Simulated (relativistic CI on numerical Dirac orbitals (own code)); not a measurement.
Computed by Dirac-Coulomb-Breit CI, separate exchange-only KLI orbitals for each configuration, model QED (radiative potential, 1s self-energy scaled to tabulated hydrogen-like ionisation energies), unscaled Slater integrals (own radial code, finite nucleus).

Configuration list (outside the closed core [Ne]): 3s², 3s3p, 3p², 3s3d, 3d², 3p3d, 3p4s, 3d4s, 3s4s, 3s4p, 3s4d, 3s4f, 3s5s, 3s5p, 3s5d, 3s5f, 4s², 3s5g, 3s6s, 3s6p, 3s6d. Levels of other configurations are missing.

At this charge energies of transitions that change n are usually good to better than 1 %, and those within a shell (Δn = 0) to a few per cent.

Outline of the computed level scheme of Sn XXXIX. Lowest level of each configuration: 3s² ¹S0 at 0.00 eV; 3s3p ³P°0 at 77.39 eV; 3p² ³P0 at 186.73 eV; 3s3d ³D1 at 268.14 eV; 3p3d ³F°2 at 351.78 eV; 3d² ³F2 at 543.02 eV; 3s4s ³S1 at 1232.24 eV; 3s4p ³P°0 at 1272.85 eV; 3p4s ³P°0 at 1325.69 eV.

Some strong electric-dipole decays among the lowest 43 levels: 3s4p ¹P°1 → 3s² ¹S0 (8.5e+12 s⁻¹); 3s4s ¹S0 → 3s3p ¹P°1 (7.4e+12 s⁻¹); 3s4s ³S1 → 3s3p ³P°2 (5.4e+12 s⁻¹); 3s4p ³P°1 → 3s² ¹S0 (5.0e+12 s⁻¹); 3p4s ³P°1 → 3p² ¹D2 (3.3e+12 s⁻¹); 3s4s ³S1 → 3s3p ³P°1 (2.4e+12 s⁻¹); 3p4s ³P°1 → 3p² ³P0 (1.7e+12 s⁻¹); 3s4p ³P°2 → 3s3d ³D3 (1.4e+12 s⁻¹).

LS names give the leading component of a level, which can be under half, so a name can repeat, a term be missing and a line seem to break the LS rules.
